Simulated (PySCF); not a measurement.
Simulation results for FH2Si

Computed with PySCF 2.14.0. Calculation on a computer-drawn molecule: vertical ionisation energy to the stated ion spin, frozen-core CCSD(T) at the basis limit and cheaper methods, single-reference cases, UHF for radicals, no spin-orbit; all values are single points at the evaluated structure, the first of each entry, which is the reference or a displaced copy of it and isn't optimised; the reference structure only sets the zero of the energies above reference; triples share is (T) over the correlation energy.

```yaml
- formula: FH2Si
  evaluated_structure:
    atoms_angstrom:
      - [F, -2.27, 0.5939, 1.4875]
      - [Si, -2.7154, 0.3103, 3.0868]
      - [H, -1.539, -0.0836, 3.5987]
      - [H, -3.8242, -0.5222, 3.1809]
  reference_structure:
    atoms_angstrom:
      - [F, -2.3769, 0.642, 1.5055]
      - [Si, -2.7052, 0.4107, 3.0751]
      - [H, -1.4815, -0.1055, 3.7244]
      - [H, -3.816, -0.5604, 3.169]
  given:
    charge: 0
    multiplicity: 2
    ion_multiplicity: 1
    diffuse_functions: "no"
    basis: "cc-pV(n+d)Z"
    reference_is: "the Hartree-Fock double-zeta minimum"
    best_is: "HF at quadruple zeta + MP2 correlation extrapolated from triple and quadruple zeta + CCSD(T) minus MP2 at triple zeta"
    basis_step_is: "the size of the change from the same recipe one zeta lower"
    drawn_bonds_atom: [1, 2, 2]
    drawn_bonds_other_atom: [2, 3, 4]
    drawn_bonds_order: [1, 1, 1]
  results:
    "energy_above_reference_basis_step [kcal/mol]": null
```

Question: Estimate the energy above reference basis step of FH2Si.
Answer: 0.4197 kcal/mol

Question: Give the table of triple zeta values for FH2Si.
Answer: 
Triple zeta:
| method | ionisation energy (eV) | energy above reference (kcal/mol) |
| --- | --- | --- |
| HF | 8.81 | 10.97 |
| PBE | 8.928 | 10.77 |
| r2SCAN | 9.131 | 10.58 |
| B3LYP | 9.052 | 10.1 |
| wB97X | 8.954 | 10.37 |
| MP2 | 8.869 | 9.828 |
| CCSD | 8.945 | 10.36 |
| CCSD(T) | 8.923 | 10.31 |

Further results for FH2Si:

```
ionisation energy best                         : 9.017 eV
ionisation energy basis step                   : 0.0616 eV
energy above reference best                    : 10.19 kcal/mol
total energy HF triple zeta                    : -389.5865 hartree
total energy CCSD(T) triple zeta               : -389.9734 hartree
total energy best                              : -390.0431 hartree
T1 diagnostic at triple zeta                   : 0.01457
D1 diagnostic at triple zeta                   : 0.04282
spin squared at triple zeta                    : 0.7536
ion T1 diagnostic at triple zeta               : 0.0193
ion D1 diagnostic at triple zeta               : 0.05744
triples share at triple zeta                   : 0.02745
basis functions triple zeta                    : 97
dipole magnitude HF at triple zeta             : 2.094 debye
dipole magnitude CCSD unrelaxed at triple zeta : 1.809 debye
dipole magnitude PBE at triple zeta            : 1.61 debye
dipole magnitude r2SCAN at triple zeta         : 1.7 debye
dipole magnitude B3LYP at triple zeta          : 1.778 debye
dipole magnitude wB97X at triple zeta          : 1.816 debye
```
